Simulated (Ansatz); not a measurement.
Start from `N[SiH2][Si](N)(O)O` and change one atom or group to get `N[SiH2][SiH](N)O`.

Ansatz, PBE0-D4/def2-TZVP geometries, multiplicity 1. Each molecule was computed in one conformer, which needn't be the lowest.

```
                                          property  `N[SiH2][Si](N)(O)O`
               HOMO–LUMO gap (PBE/def2-TZVPP) / eV                  5.04
                HOMO energy (PBE0/def2-TZVPP) / eV                 -6.98
             LUMO energy (ωB97M-V/def2-TZVPP) / eV                  1.82
              HOMO–LUMO gap (PBE0/def2-TZVPP) / eV                  7.22
size of the dipole moment (ωB97M-V/def2-TZVPP) / D                  2.47
                 HOMO energy (PBE/def2-TZVPP) / eV                 -5.65
```

Problem. Give the same properties after the change, and the shifts. (An estimate is asked.)

Solution. Computed: 
```
                                          property  `N[SiH2][SiH](N)O`  shift
               HOMO–LUMO gap (PBE/def2-TZVPP) / eV                4.74  -0.30
                HOMO energy (PBE0/def2-TZVPP) / eV               -7.12  -0.14
             LUMO energy (ωB97M-V/def2-TZVPP) / eV                1.29  -0.53
              HOMO–LUMO gap (PBE0/def2-TZVPP) / eV                6.84  -0.38
size of the dipole moment (ωB97M-V/def2-TZVPP) / D                2.95   0.48
                 HOMO energy (PBE/def2-TZVPP) / eV               -5.83  -0.18
```

With PBE0 the HOMO falls by 0.14 eV and the LUMO falls by 0.52 eV, so the gap narrows by about 0.38 eV. PBE moves the HOMO by -0.18 eV and ωB97M-V by -0.08 eV. Dipoles are sizes alone; their direction can turn.
